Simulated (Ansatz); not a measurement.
The cluster K2Se⁻. Charge -1, multiplicity 4. Geometry r2SCAN-D4/def2-TZVPD; atoms count from 1.

```xyz
3

K    -1.474   -1.556    2.004
K     0.620    1.956   -2.098
Se    0.854   -0.399    0.094
```

The highest occupied level of the charge -1 quartet lies above zero (up to 0.00 eV). It is a level of α spin, whose loss leaves a triplet; that state wasn't run at this geometry and level. The electron is either unbound and held by the finite basis, or the level is raised by self-interaction error. At PBE0-D4/def2-TZVPD a doublet of charge -1 lies 0.92 eV below the quartet, each at its own geometry. The structure comes from a short search, and lower isomers may exist.

(1) Estimate the Mulliken populations from the PBE0/def2-TZVPD orbitals of Ansatz.

(2) Where does the spin sit?

Results:

(1) 
| atom | charge (e) | spin (α − β) |
| --- | --- | --- |
| K1 | -0.06 | 0.96 |
| K2 | -0.06 | 0.96 |
| Se3 | -0.88 | 1.09 |
Mulliken values and Mayer orders depend strongly on the basis. With diffuse functions, as here, like atoms can get unlike values, and bond orders can come out too low or too high.

(2) Summed by element: K 1.91, Se 1.09, of 3 unpaired in all. Largest on single atoms: Se3 1.09, K1 0.96, K2 0.96.
